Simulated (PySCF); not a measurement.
## Vertical excitation energies

Species: MoNMe3, C₃H₉MoN (singlet state).
SMILES: `[CH3][Mo]([CH3])([CH3])#[N]`

The calculation used TDDFT PBE0/def2-SVPD, vertical, gas phase, core orbitals frozen in the response, def2 core potentials past Kr (PySCF). Isolated species at its PBE0-D3(BJ)/def2-SVP geometry, gas phase. Spin–orbit coupling is left out.

```
state  E (eV)  E (kJ/mol)  λ (nm)       f  main configurations (H = HOMO, L = LUMO)
   S1    4.29         414   289.0  0.0004                      H-2/H-1→L/L+1 (≥80%)
   S2    4.30         414   288.7  0.0037                            H→L/L+1 (≥80%)
   S3    4.30         415   288.5  0.0032      H→L/L+1 (≥69%), H-2/H-1→L/L+1 (≥21%)
   S4    4.65         449   266.4   0.021      H-2/H-1→L/L+1 (≥79%), H→L/L+1 (≥11%)
   S5    4.66         449   266.2   0.020      H-2/H-1→L/L+1 (≥80%), H→L/L+1 (≥10%)
   S6    4.97         479   249.6  0.0000        H-4→L/L+1 (≥45%), H-3→L/L+1 (≥44%)
   S7    5.02         484   247.2  0.0004                      H-2/H-1→L/L+1 (≥80%)
   S8    5.27         508   235.4   0.022        H-4→L/L+1 (≥46%), H-3→L/L+1 (≥45%)
   S9    5.27         508   235.3   0.022        H-3→L/L+1 (≥46%), H-4→L/L+1 (≥44%)
```

Triplets, Tamm–Dancoff:

```json
{"state": "T1", "E (eV)": "3.64", "λ (nm)": "340.7", "main configurations (H = HOMO, L = LUMO)": "H-2/H-1→L/L+1 (≥78%)"}
{"state": "T2", "E (eV)": "3.84", "λ (nm)": "323.3", "main configurations (H = HOMO, L = LUMO)": "H→L/L+1 (≥77%)"}
{"state": "T3", "E (eV)": "3.84", "λ (nm)": "323.0", "main configurations (H = HOMO, L = LUMO)": "H→L/L+1 (≥75%)"}
```

The lowest singlet level (S1/S2/S3) comes at 289 nm (414 kJ/mol) in the ultraviolet; it is weak. The strongest level in the table is S8/S9 at 5.27 eV (235 nm, f = 0.044 summed). It is the last of those listed, so stronger ones may follow. S1/S2/S3, S4/S5 and S8/S9 lie within about 0.01 eV of each other in each set. For S1 the Löwdin share of molybdenum is 32% in HOMO-1 and 59% in LUMO. Of the 9 states listed, 4 reach f = 0.01 and 3 stay under 0.0005. The listed states span 0.98 eV, and the widest gap between neighbours is 0.36 eV (S3 to S4). All these states lie below the vertical ionisation energy of 9.69 eV (ΔSCF). Orbitals of the list HOMO-3 to LUMO+2 that lie within 0.01 eV of each other are written together with a slash and their weights summed (≥ marks a lower bound); for degenerate orbitals outside that list single weights are arbitrary. Only the lowest 10 singlets were computed, as vertical energies without vibronic structure. The highest level found (5.46 eV, f 0.023 so far) is left out, since the window may have cut off a degenerate partner.
